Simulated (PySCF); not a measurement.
PySCF input file for Se(SH)(SeH) (H2SSe2), SMILES S[Se][SeH], TDA-PBE/def2-SVPD. Coordinates come from a r2SCAN-D4/def2-SVP optimisation. The values are those of a single conformer.

```python
import numpy as np
from pyscf import gto, scf, dft, tdscf

mol = gto.M(
    atom='''
    Se   -0.15933438   -0.91120725    0.11485043
    S    -2.21243363   -0.10763144    0.37647618
    H    -2.56904252   -0.10549226   -0.93175244
    Se    1.23197922    0.92801284   -0.29748672
    H     1.49805587    1.25620509    1.11776757
    ''',
    basis='def2-SVPD',
    charge=0,
    spin=0,
    max_memory=1600,
    verbose=4,
)
mf = dft.RKS(mol, xc='pbe').density_fit(auxbasis='def2-universal-jkfit')
mf.grids.level = 3
mf.conv_tol = 1e-9
mf.max_cycle = 100
mf.kernel()
mf.grids = dft.Grids(mol).set(level=1).build(with_non0tab=True)  # coarser grid for the response kernel
td = tdscf.TDA(mf)
td.singlet = True
td.nstates = 10
td.conv_tol = 1e-4
td.positive_eig_threshold = 1e-6
td.kernel(x0=td.get_init_guess(mf, 15))
td.analyze()
tt = tdscf.TDA(mf)
tt.singlet = False
tt.nstates = 4
tt.conv_tol = 1e-4
tt.positive_eig_threshold = 1e-6
tt.kernel(x0=tt.get_init_guess(mf, 9))
tt.analyze(verbose=3)
```

It prints:

```
PySCF version 2.14.0

[INPUT] verbose = 4
[INPUT] num. atoms = 5
[INPUT] num. electrons = 86
[INPUT] charge = 0
[INPUT] spin (= nelec alpha-beta = 2S) = 0
[INPUT] symmetry False subgroup None
[INPUT] Mole.unit = angstrom
[INPUT] Symbol           X                Y                Z      unit          X                Y                Z       unit  Magmom
[INPUT]  1 Se    -0.159334380000  -0.911207250000   0.114850430000 AA   -0.301098340427  -1.721932145218   0.217035857989 Bohr   0.0
[INPUT]  2 S     -2.212433630000  -0.107631440000   0.376476180000 AA   -4.180893629477  -0.203393943993   0.711436872622 Bohr   0.0
[INPUT]  3 H     -2.569042520000  -0.105492260000  -0.931752440000 AA   -4.854786765162  -0.199351479661  -1.760756927495 Bohr   0.0
[INPUT]  4 Se     1.231979220000   0.928012840000  -0.297486720000 AA    2.328103316955   1.753690107680  -0.562168426495 Bohr   0.0
[INPUT]  5 H      1.498055870000   1.256205090000   1.117767570000 AA    2.830915313597   2.373883576385   2.112274578221 Bohr   0.0

nuclear repulsion = 507.330506458139
number of shells = 49
number of NR pGTOs = 231
number of NR cGTOs = 125
basis = def2-SVPD
ecp = {}


[settings echo left out]
init E= -5199.34445890889
  HOMO = -0.254367922860268  LUMO = -0.128931315346066  gap/eV = 3.41330
cycle= 1 E= -5200.9210612521  delta_E= -1.58  |g|= 0.315  |ddm|= 2.75
  HOMO = -0.208803237871076  LUMO = -0.101657931069743  gap/eV = 2.91557
cycle= 2 E= -5200.91249235529  delta_E= 0.00857  |g|= 0.334  |ddm|= 0.628
  HOMO = -0.215790739974068  LUMO = -0.104812427967356  gap/eV = 3.01987
cycle= 3 E= -5200.92727891534  delta_E= -0.0148  |g|= 0.131  |ddm|= 0.519
  HOMO = -0.22501862193465  LUMO = -0.108422987911897  gap/eV = 3.17273
cycle= 4 E= -5200.93359897991  delta_E= -0.00632  |g|= 0.0189  |ddm|= 0.221
  HOMO = -0.224740097778812  LUMO = -0.108003407546526  gap/eV = 3.17657
cycle= 5 E= -5200.93373205317  delta_E= -0.000133  |g|= 0.00719  |ddm|= 0.0365
  HOMO = -0.224927758330734  LUMO = -0.108311892472901  gap/eV = 3.17328
cycle= 6 E= -5200.93374455221  delta_E= -1.25e-05  |g|= 0.00284  |ddm|= 0.0134
  HOMO = -0.225019416294777  LUMO = -0.108318178208209  gap/eV = 3.17560
cycle= 7 E= -5200.93374739714  delta_E= -2.84e-06  |g|= 0.000678  |ddm|= 0.00517
  HOMO = -0.224929429486248  LUMO = -0.108241994729432  gap/eV = 3.17523
cycle= 8 E= -5200.93374755734  delta_E= -1.6e-07  |g|= 0.000128  |ddm|= 0.00122
  HOMO = -0.224942119671467  LUMO = -0.108256148332162  gap/eV = 3.17519
cycle= 9 E= -5200.93374756222  delta_E= -4.87e-09  |g|= 3.32e-05  |ddm|= 0.000221
  HOMO = -0.224942866979972  LUMO = -0.108256933916872  gap/eV = 3.17519
cycle= 10 E= -5200.93374756258  delta_E= -3.63e-10  |g|= 5.1e-06  |ddm|= 5.42e-05
  HOMO = -0.224942914163465  LUMO = -0.108256906866031  gap/eV = 3.17519
Extra cycle  E= -5200.93374756253  delta_E= 5.37e-11  |g|= 7.42e-06  |ddm|= 2.04e-05
converged SCF energy = -5200.93374756253
tot grids = 25928
Overwritten attributes  positive_eig_threshold  of <class 'pyscf.tdscf.rks.TDA'>


******** <class 'pyscf.tdscf.rks.TDA'> for <class 'pyscf.df.df_jk.DFRKS'> ********
nstates = 10 singlet
deg_eia_thresh = 1.000e-03
wfnsym = None
conv_tol = 0.0001
eigh lindep = 1e-12
eigh level_shift = 0
eigh max_cycle = 100


Excitation energies (eV)
[3.52548662 3.70057008 3.918469   4.13205837 4.2301806  4.92050602
 5.14062087 5.18316237 5.50495716 5.6963311 ]

** Singlet excitation energies and oscillator strengths **
Excited State   1:      3.52549 eV    351.68 nm  f=0.0033
      43 -> 44       -0.69927
Excited State   2:      3.70057 eV    335.04 nm  f=0.0209
      41 -> 44        0.25876
      41 -> 45        0.12462
      42 -> 44       -0.63770
Excited State   3:      3.91847 eV    316.41 nm  f=0.0098
      41 -> 44        0.54105
      42 -> 44        0.18642
      42 -> 45        0.34301
      43 -> 45       -0.21341
Excited State   4:      4.13206 eV    300.05 nm  f=0.0023
      42 -> 45        0.24046
      43 -> 45        0.65395
Excited State   5:      4.23018 eV    293.09 nm  f=0.0269
      41 -> 44       -0.32257
      41 -> 45        0.23969
      42 -> 44       -0.10709
      42 -> 45        0.54495
      43 -> 45       -0.13880
Excited State   6:      4.92051 eV    251.97 nm  f=0.0536
      39 -> 44        0.13192
      41 -> 45        0.51373
      42 -> 44        0.11455
      42 -> 45       -0.10516
      43 -> 46        0.40671
Excited State   7:      5.14062 eV    241.19 nm  f=0.0024
      42 -> 46       -0.68165
      43 -> 46       -0.15213
Excited State   8:      5.18316 eV    239.21 nm  f=0.1453
      39 -> 44        0.14363
      41 -> 45        0.32136
      42 -> 46        0.15902
      43 -> 46       -0.54537
Excited State   9:      5.50496 eV    225.22 nm  f=0.0095
      41 -> 46        0.69247
      42 -> 47        0.12037
Excited State  10:      5.69633 eV    217.66 nm  f=0.0031
      43 -> 47       -0.69341

** Transition electric dipole moments (AU) **
state          X           Y           Z        Dip. S.      Osc.
  1         0.0834      0.0082      0.1750      0.0377      0.0033
  2        -0.4688     -0.0407      0.0983      0.2311      0.0209
  3         0.3009      0.0941     -0.0488      0.1017      0.0098
  4         0.0172      0.1510     -0.0066      0.0231      0.0023
  5        -0.3005     -0.4061      0.0677      0.2598      0.0269
  6         0.6190      0.2319     -0.0867      0.4445      0.0536
  7        -0.0663      0.1210     -0.0078      0.0191      0.0024
  8         1.0202      0.2727     -0.1694      1.1439      0.1453
  9         0.0625      0.2480     -0.0685      0.0701      0.0095
 10        -0.0858      0.1030      0.0659      0.0223      0.0031

** Transition velocity dipole moments (imaginary part, AU) **
state          X           Y           Z        Dip. S.      Osc.
  1         0.0241      0.0076      0.0729      0.0060      0.0306
  2        -0.0198      0.0203      0.0155      0.0010      0.0051
  3         0.0087      0.0098     -0.0039      0.0002      0.0009
  4         0.0059     -0.0031      0.0148      0.0003      0.0012
  5         0.0010     -0.0464      0.0035      0.0022      0.0093
  6        -0.0196     -0.0008      0.0044      0.0004      0.0015
  7        -0.0501      0.0141      0.0116      0.0028      0.0100
  8         0.0832      0.0032     -0.0062      0.0070      0.0244
  9         0.0016      0.0666     -0.0127      0.0046      0.0151
 10        -0.0052     -0.0025      0.0055      0.0001      0.0002

** Transition magnetic dipole moments (imaginary part, AU) **
state          X           Y           Z
  1        -0.2304     -0.1106     -0.1991
  2        -0.0570      0.0419      0.4748
  3        -0.0043      0.0628     -0.2337
  4         0.0652     -0.4734     -0.0210
  5        -0.0061     -0.0514      0.2008
  6         0.2828     -0.0054     -0.9330
  7        -0.4189     -0.0077     -0.5236
  8        -0.6910     -0.1518     -0.3414
  9         0.0614     -0.0182      0.0342
 10        -0.0368      0.6855     -0.0220


******** <class 'pyscf.tdscf.rks.TDA'> for <class 'pyscf.df.df_jk.DFRKS'> ********
nstates = 4 triplet
deg_eia_thresh = 1.000e-03
wfnsym = None
conv_tol = 0.0001
eigh lindep = 1e-12
eigh level_shift = 0
eigh max_cycle = 100


Excitation energies (eV)
[2.90559968 2.98076814 3.40475985 3.57924016]

** Triplet excitation energies and oscillator strengths **
Excited State   1:      2.90560 eV    426.71 nm  f=0.0000
Excited State   2:      2.98077 eV    415.95 nm  f=0.0000
Excited State   3:      3.40476 eV    364.15 nm  f=0.0000
Excited State   4:      3.57924 eV    346.40 nm  f=0.0000
```

Self-consistency was reached.

Cost: very roughly 25 core-seconds.
